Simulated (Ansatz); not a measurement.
NiH, multiplicity 2 (the spin of the measured ground state), most abundant isotopes (57.9353 and 1.0078 u). Constants from fifth-degree fits in 1/R to seven points on the lowest solution found; no spin–orbit coupling, no relativity up to Kr; ω_e x_e and α_e move by some per cent with the fit.

Correlated levels freeze the inner cores; with def2 sets outer-core shells near the valence are correlated too.

Programs: Ansatz (Gaussian basis) for Hartree–Fock, density functionals and correlated methods. 

Total energies (hartree; each atom in its lowest state at that level) and vibrational constants (cm⁻¹):

| level | E(NiH) at r_e | E(Ni) | E(H) | ω_e | ω_e x_e |
|---|---|---|---|---|---|
| PBE/def2-TZVPP | -1508.646242 | -1508.039963 | -0.499616 | 1942 | 35 |
| B3LYP/def2-TZVPP | -1508.935652 | -1508.329050 | -0.502154 | 1927 | 34 |
| wB97M-V/def2-TZVPP | -1508.792911 | -1508.190462 | -0.494111 | 1947 | 33 |
| CCSD(T)/def2-QZVPP | -1508.153574 | -1507.553448 | -0.499983 | 1902 | 45 |

Question: Work out D_e and D₀ in eV.

Answer: 
D_e = E(Ni) + E(H) − E(molecule), times 27.2114 eV; D₀ = D_e − (ω_e/2 − ω_e x_e/4)/8065.54.
- PBE/def2-TZVPP: D_e = 2.902, zero point 0.119, D₀ = 2.783 eV
- B3LYP/def2-TZVPP: D_e = 2.842, zero point 0.118, D₀ = 2.724 eV
- wB97M-V/def2-TZVPP: D_e = 2.948, zero point 0.120, D₀ = 2.828 eV
- CCSD(T)/def2-QZVPP: D_e = 2.725, zero point 0.117, D₀ = 2.608 eV
No counterpoise correction is made.

Ansatz is a program for electronic structure.
